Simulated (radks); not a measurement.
Problem. Radial electron density D(r) = 4 pi r^2 rho(r) of an atom or ion with 61 electrons. All-electron calculation, scalar-relativistic Kohn-Sham, PBE, spin-unpolarised, spherical densities, finite nucleus; Fermi nuclear charge, rms radius of each element as measured or else 0.836 A^(1/3) + 0.57 fm. Program: a radial shooting solver on a logarithmic mesh with Libxc functionals.

| r (bohr) | D(r) (e/bohr) |
|---|---|
| 0.001263 | 5.663 |
| 0.001712 | 9.182 |
| 0.00232 | 14.59 |
| 0.00317 | 22.79 |
| 0.004296 | 33.91 |
| 0.005869 | 48.39 |
| 0.007954 | 63.90 |
| 0.01087 | 77.54 |
| 0.01473 | 83.80 |
| 0.01996 | 80.90 |
| 0.02727 | 74.49 |
| 0.03695 | 78.39 |
| 0.05048 | 97.88 |
| 0.06842 | 111.3 |
| 0.09273 | 98.04 |
| 0.1267 | 83.04 |
| 0.1717 | 95.17 |
| 0.2346 | 86.83 |
| 0.3179 | 48.03 |
| 0.4308 | 42.36 |
| 0.5886 | 45.37 |
| 0.7977 | 25.76 |
| 1.09 | 13.24 |
| 1.477 | 8.679 |
| 2.018 | 3.406 |
| 2.734 | 0.8115 |
| 3.706 | 0.3901 |
| 5.063 | 0.1954 |
| 6.861 | 0.03474 |
| 9.374 | 0.001378 |

What is the nuclear charge?

Solution. Z = 63. The innermost maximum, from 1s, lies near gamma/Z bohr with gamma = sqrt(1 - (Z/c)^2) = 0.888, here 0.0141 bohr (found: 0.0155), and its height grows with Z. The density is that of the europium ion Eu2+ in [Xe] 4f6 6p1; the configuration itself is not fixed sharply by these data, and Z only to a few units. D(r) has 4 maxima, at r = 0.0155, 0.0690, 0.192, 0.526 bohr, and minima at 0.0295, 0.127, 0.379 bohr, inside which lie 1.93, 11.17, 29.21 electrons.
